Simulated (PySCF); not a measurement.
Computed with PySCF 2.14.0, delta-SCF UKS SCAN, pcX-2 on the ionised atom, pcseg-1 elsewhere, spin-free X2C. Geometries: PBE0-D3(BJ)/def2-SVP; isolated species, one conformer each. Kα1 is taken as the energy difference of the 1s-hole and 2p3/2-hole states at the ground state's geometry. For 2p shells one spin-free hole was relaxed; a mean-field spin–orbit operator and the ground-state splitting of the three 2p orbitals were then diagonalised within the shell. The shell's mean is (2 × 2p3/2 + 2p1/2)/3, and the degeneracies 2j + 1 give areas of 2:1.

| site | Si 2p3/2 (eV) |
| --- | --- |
| silicon in `N=[SiH2]` | 107.76 |
| silicon in `Br[SiH](Br)Br` | 109.27 |
| silicon in `C[SiH3]` | 106.71 |

Task: What are the Si 1s binding energies, and the Kα1 emission energies that follow?

Result: 
| site | bonded to | 1s (eV) | 2p3/2 (eV) | Kα1 = 1s − 2p3/2 (eV) |
| --- | --- | --- | --- | --- |
| silicon in `C[SiH3]` | C and 3 H | 1846.47 | 106.71 | 1739.76 |
| silicon in `N=[SiH2]` | N (double bond) and 2 H | 1847.59 | 107.76 | 1739.83 |
| silicon in `Br[SiH](Br)Br` | 3 Br and H | 1849.34 | 109.27 | 1740.07 |

Ranges: 1s 2.87 eV, 2p3/2 2.56 eV, Kα1 0.31 eV. A straight-line fit of 1s on 2p3/2 has slope 1.12.
